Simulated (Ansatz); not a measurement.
Gas-phase reaction R1 + R2 → P1, each structure at its B3LYP-D3(BJ)/def2-TZVP stationary point, reached from a drawn start (curvature not checked).
P1, H2O2S2 (SMILES OSSO) (charge 0, multiplicity 1):
```tsv
atom	x (Å)	y (Å)	z (Å)
O	1.7634	0.6444	-0.2484
S	1.1271	-0.7295	0.4814
S	-0.5227	-1.2362	-0.4826
O	-1.8207	-0.4579	0.2485
H	1.4349	1.4148	0.2345
H	-1.9819	0.3646	-0.2334
```
R1, H2S (SMILES S) (charge 0, multiplicity 1):
| atom | x (Å) | y (Å) | z (Å) |
|---|---|---|---|
| S | 0.0000 | 0.0000 | 0.6187 |
| H | 0.0000 | 0.9702 | -0.3093 |
| H | 0.0000 | -0.9702 | -0.3093 |
R2: SO2 (SMILES O=S=O), charge 0, multiplicity 1.

P less R. No zero-point or thermal terms. One arrangement of each flexible species, with no search for the lowest.

Cores are frozen in the correlated methods. CBS(a, b) extrapolates the correlation energy as X⁻³ and adds the Hartree–Fock energy of set b.

The values were computed with Ansatz (Gaussian basis) for Hartree–Fock, density functionals and correlated methods. All values are computed, each at the level named.

Question: What is the computed reaction energy (CCSD(T)/CBS(cc-pV(T+d)Z, cc-pV(Q+d)Z))?

Answer: 0.30 eV

Question: Predict the reaction energy from MP2/cc-pV(Q+d)Z.

Answer: 0.55 eV

Question: Predict the reaction energy from CCSD/cc-pV(T+d)Z.

Answer: 0.37 eV

Ansatz is an electronic-structure program.
